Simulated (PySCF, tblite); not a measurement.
Isomers of C3H5F3O2Si. Level: GFN2-xTB in tblite, geometry and Hessian alike; calculated harmonic values, unscaled, isolated species. Against measured fundamentals such values can be off by several per cent, at times by over 20. Modes of hydrogen on silicon can be 10 to 20 % off. One conformer each.

Electronic energies: PBE0/pcSseg-1 single points on the GFN2-xTB geometries (PySCF, gas phase).

```tsv
SMILES	electronic energy, lowest = 0 (kcal/mol)
O=C(CC(F)(F)F)O[SiH3]	0.7
O=C(C[SiH2]O)C(F)(F)F	8.8
C=C(O[SiH2]O)C(F)(F)F	0.0
FC(F)(F)O[C@H]1OC[SiH2]1	57.9
```

Q: How do GFN2-xTB zero-point energies change the relative energies?

A: 
```json
{"SMILES": "C=C(O[SiH2]O)C(F)(F)F", "ZPE (kcal/mol)": "49.7", "of it from modes above 1550 cm⁻¹": "23.3", "electronic (kcal/mol)": "0.0", "with ZPE, lowest = 0 (kcal/mol)": "0.0", "lowest mode (cm⁻¹)": "18", "rings": "0"}
{"SMILES": "O=C(CC(F)(F)F)O[SiH3]", "ZPE (kcal/mol)": "49.0", "of it from modes above 1550 cm⁻¹": "21.1", "electronic (kcal/mol)": "0.7", "with ZPE, lowest = 0 (kcal/mol)": "0.0", "lowest mode (cm⁻¹)": "11", "rings": "0"}
{"SMILES": "O=C(C[SiH2]O)C(F)(F)F", "ZPE (kcal/mol)": "50.0", "of it from modes above 1550 cm⁻¹": "23.1", "electronic (kcal/mol)": "8.8", "with ZPE, lowest = 0 (kcal/mol)": "9.1", "lowest mode (cm⁻¹)": "18", "rings": "0"}
{"SMILES": "FC(F)(F)O[C@H]1OC[SiH2]1", "ZPE (kcal/mol)": "50.5", "of it from modes above 1550 cm⁻¹": "19.3", "electronic (kcal/mol)": "57.9", "with ZPE, lowest = 0 (kcal/mol)": "58.8", "lowest mode (cm⁻¹)": "20", "rings": "1"}
```

The zero-point energies span 1.5 kcal/mol, from `O=C(CC(F)(F)F)O[SiH3]` to `FC(F)(F)O[C@H]1OC[SiH2]1`. The order is unchanged, ties at the printed digit aside.

Q: And how do the electronic energies of GFN2-xTB itself compare?

A: `C=C(O[SiH2]O)C(F)(F)F` 0.0; `O=C(CC(F)(F)F)O[SiH3]` 7.6; `O=C(C[SiH2]O)C(F)(F)F` 30.1; `FC(F)(F)O[C@H]1OC[SiH2]1` 64.4 kcal/mol, lowest = 0. Against the energies above, taken from the same isomer `C=C(O[SiH2]O)C(F)(F)F`, the largest difference is 21.3 kcal/mol.
